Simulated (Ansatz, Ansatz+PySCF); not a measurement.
```yaml
atoms:
  - { symbol: H, position_ang: [-0.0013, -0.0129, 0.0254] }
  - { symbol: C, position_ang: [0.5515, -0.2802, -0.8462] }
  - { symbol: C, position_ang: [1.1841, -0.6018, -1.8529] }
  - { symbol: C, position_ang: [1.8782, -0.9556, -2.9596] }
  - { symbol: C, position_ang: [2.5125, -1.2941, -3.9826] }
```

Basis set: def2-SVP (spherical functions). Left uncorrelated: 4 orbitals. Charge 0, multiplicity 2.

Computed with Ansatz (development build ahead of 0.2.0); each method stands on the lowest determinant of its kind that the runs found.

Question: Give the atomization energy at this shape (free ground-state atoms in the same class of orbitals less the molecule, no zero-point energy) of doublet C₄H by UHF-MP2, UHF.

Answer:

```csv
method,atomization energy
UHF-MP2,521.65 kcal/mol
UHF,404.86 kcal/mol
```

Caution: the unrestricted determinant is a mixture of spin states. Caution for UHF-MP2: MP2 forces lie far from those of the mean fields.
